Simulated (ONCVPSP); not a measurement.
**Sb (Z = 51), ONCV: configuration errors across variants**

ONCVPSP 4.0.1 input, shortened (lines: element, Z, core and valence counts, functional; n l f; lmax; l rc ep ncon nbas qcut; lloc lpopt rc5 dvloc0; l nproj debl; icmod fcfact rcfact), revPBE, scalar-relativistic:

```
  Sb 51.00    8    3  -102130      upf
    1    0    2.00
    2    0    2.00
    2    1    6.00
    3    0    2.00
    3    1    6.00
    3    2   10.00
    4    0    2.00
    4    1    6.00
    4    2   10.00
    5    0    2.00
    5    1    3.00
    2
    0    1.60    0.00    4    8    4.00
    1    1.95    0.00    4    7    4.30
    2    1.60    0.00    5    9   10.50
    4    1    1.30    0.00
    0    2    0.60
    1    2    1.00
    2    3    3.50
    3    3.00    1.35
```

All-electron excitation energies from the reference (eV): (1) 4d10 5s2 5p2 8.263; (2) 4d10 5s2 5p1 24.152; (3) 4d10 5s2 5p0 48.441.

A true bound ghost makes a file unfit for plane-wave use even where its test errors are small: the radial tests pick states by their node count and pass the ghost by.

Errors AE − PS in meV (a dash: test not solved or not reliable):

```
     change   (1)   (2)  (3)  bound ghosts  GHOST(+) flags above zero
       base  -2.7  -8.8  -12             s                       s, p
p: qcut 2.8  -2.6  -8.4  -11             s                       s, p
p: qcut 3.6  -2.6  -8.7  -12             s                       s, p
p: qcut 4.2  -2.7  -8.8  -12             s                       s, p
p: qcut 4.7  -2.7  -9.1  -13          s, p                          s
p: qcut 5.8  -2.7  -8.8  -12          s, p                          s
```

Question: Give the same row for: p: qcut 6.1.

Answer: -2.6, -8.6, -12; bound ghosts: s, p; GHOST(+) flags above zero: s.
